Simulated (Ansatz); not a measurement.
A set of 12 reactions (ligand exchange), with CCSD(T)/CBS values in kJ/mol:

| reaction | ΔE |
| --- | --- |
| `[CH3][Zr]([OH])([Cl])[Cl]` + CH₃OH → `C[O][Zr]([CH3])([OH])[Cl]` + HCl | 19.1 |
| `[NH2][Ga]([SiH3])[BH]F` + `OBO` → `OBOBF` + `[NH2][GaH][SiH3]` | -149.7 |
| `C[SiH](Cl)[SiH2]F` + `CBO` → `CBO[SiH2]F` + `C[SiH2]Cl` | -117.3 |
| `[CH3][Sn]([CH3])([CH3])[F]` + H–F → `[CH3][Sn]([CH3])([F])[F]` + CH₄ | -86.1 |
| `C[B]([GaH2])BF` + H₂Se → `FB[SeH]` + `C[BH][GaH2]` | -86.0 |
| `O[SiH2][GeH2][OH]` + CH₃OH → `C[O][GeH2][OH]` + `O[SiH3]` | -35.2 |
| `[CH3][Zr]([OH])([Cl])[Cl]` + CH₃OH → `C[O][Zr]([CH3])([Cl])[Cl]` + H₂O | -18.8 |
| `[CH3][InH][S][SiH3]` + `B/C=C/O` → `B/C=C/O[SiH3]` + `[CH3][InH][SH]` | -7.1 |
| `[SiH3]/C=C/[SiH3]` + `COBO` → `COBO[SiH3]` + `C=C[SiH3]` | -88.7 |
| `[Cl][GaH][CH2][GeH3]` + `NB(O)Cl` → `OB(Cl)[NH][GeH3]` + `[CH3][GaH][Cl]` | 1.1 |
| `C=C[SiH](S)Cl` + HBr → `C=C[SiH](Cl)Br` + H₂S | -35.4 |
| `C[NH][Ti]([F])([F])[Cl]` + NH₃ → `[NH2][Ti]([F])([F])[Cl]` + CH₃NH₂ | 20.1 |

Calculated with Ansatz (gas phase, PBE0-D4/def2-TZVP geometries, no zero-point term in ΔE). CCSD(T)/CBS adds triple-zeta CCSD(T) − MP2 to the extrapolated MP2 energy (def2 sets, frozen cores). This one scheme is used for every species. Double bonds are as drawn, so ΔE can hold a change between cis and trans. Functionals use def2-TZVPP. def2 core potentials past Kr. For Br, Ga, Ge, In, Se, Sn, Ti, Zr outer-core shells are correlated without core-valence functions, which leaves a few kJ/mol of doubt a bond. Scalar relativity is left out up to krypton. Each species was taken in one conformer, which may not be the lowest.

**Question.** Give the mean, mean absolute and largest difference (level minus CCSD(T)/CBS, kJ/mol) for: PBE-D4, PBE0-D4, ωB97X-V, ωB97M-V, B2PLYP, PBE, r2SCAN, HF/def2-TZVPP, MP2/def2-TZVPP, SCS-MP2/def2-TZVPP, CCSD/def2-TZVPP, HF/def2-QZVPP, MP2/CBS(def2), CCSD/CBS(def2). (Estimate.)

**Answer.** Computed: 
```json
{"level": "PBE-D4", "mean": "7.8", "mean absolute": "9.5", "largest": "29.5"}
{"level": "PBE0-D4", "mean": "5.8", "mean absolute": "6.9", "largest": "19.5"}
{"level": "ωB97X-V", "mean": "-1.0", "mean absolute": "3.9", "largest": "-12.5"}
{"level": "ωB97M-V", "mean": "-1.1", "mean absolute": "3.0", "largest": "-7.9"}
{"level": "B2PLYP", "mean": "-3.6", "mean absolute": "4.0", "largest": "-13.6"}
{"level": "PBE", "mean": "6.8", "mean absolute": "9.7", "largest": "27.1"}
{"level": "r2SCAN", "mean": "0.1", "mean absolute": "4.5", "largest": "-17.8"}
{"level": "HF/def2-TZVPP", "mean": "-12.2", "mean absolute": "15.1", "largest": "-26.5"}
{"level": "MP2/def2-TZVPP", "mean": "-2.3", "mean absolute": "3.9", "largest": "-10.7"}
{"level": "SCS-MP2/def2-TZVPP", "mean": "-4.7", "mean absolute": "4.7", "largest": "-14.0"}
{"level": "CCSD/def2-TZVPP", "mean": "-2.5", "mean absolute": "3.2", "largest": "-7.5"}
{"level": "HF/def2-QZVPP", "mean": "-13.3", "mean absolute": "16.1", "largest": "-29.0"}
{"level": "MP2/CBS(def2)", "mean": "-1.1", "mean absolute": "3.3", "largest": "-6.9"}
{"level": "CCSD/CBS(def2)", "mean": "-1.3", "mean absolute": "2.0", "largest": "-3.6"}
```

The largest T1 diagnostic in the set is 0.024, for `[NH2][Ti]([F])([F])[Cl]` (customary mark 0.02).

CCSD(T)/CBS is a level of theory with its own doubt, and the functionals carry their triple-zeta basis error, so these figures describe this set and don't rank the functionals.
